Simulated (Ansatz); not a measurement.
The first iterations of a band of C3H5Li (9 atoms, charge 0, multiplicity 1).

These are results of Ansatz 0.2.0, RKS PBE/def2-SVP, not measurements.

```json
{
 "movable images": "9",
 "climbing image": "yes",
 "spring": "5.0 eV/Å²",
 "optimiser": "quadratic models (default)",
 "start path": "through a guess of the saddle point",
 "force threshold": "0.05 eV/Å",
 "iteration limit": "57",
 "end points": "relaxed"
}
```

Image 0:

```xyz
9
Properties=species:S:1:pos:R:3
Li -0.929 0.629 -2.284
C 0.499 0.914 -0.977
C 0.526 0.258 0.213
C -0.492 -0.747 0.693
H 1.370 1.602 -1.086
H 1.344 0.424 0.955
H -1.301 -0.906 -0.058
H -0.036 -1.742 0.902
H -0.981 -0.431 1.643
```

Image 10:

```xyz
9
Properties=species:S:1:pos:R:3
Li -0.539 -0.719 -1.333
C 0.085 1.113 -0.596
C 0.512 0.047 0.222
C -0.282 -1.016 0.700
H 0.797 1.879 -0.933
H 1.609 -0.084 0.317
H -0.974 1.442 -0.544
H 0.161 -1.812 1.315
H -1.369 -0.850 0.852
```

| iteration | highest image above the first end (eV) | largest band force component (eV/Å) |
| --- | --- | --- |
| 1 | 4.404 | 4.865 |
| 2 | 2.905 | 3.772 |
| 3 | 2.147 | 2.708 |

Does the band converge within its limit, and where does its top end?

The forces met the threshold. It ended after 10 iterations with the highest image 1.669 eV above the first end. A vibrational analysis at the climbing image gives one clearly imaginary mode, 1494i cm⁻¹: a first-order saddle point. The orbitals stay closed-shell, which can raise the energy where a bond breaks towards radicals; this wasn't checked here.

The run took 3.8 min on 1 thread of Arm Neoverse V1 (shared host), peak memory 0.11 GiB.
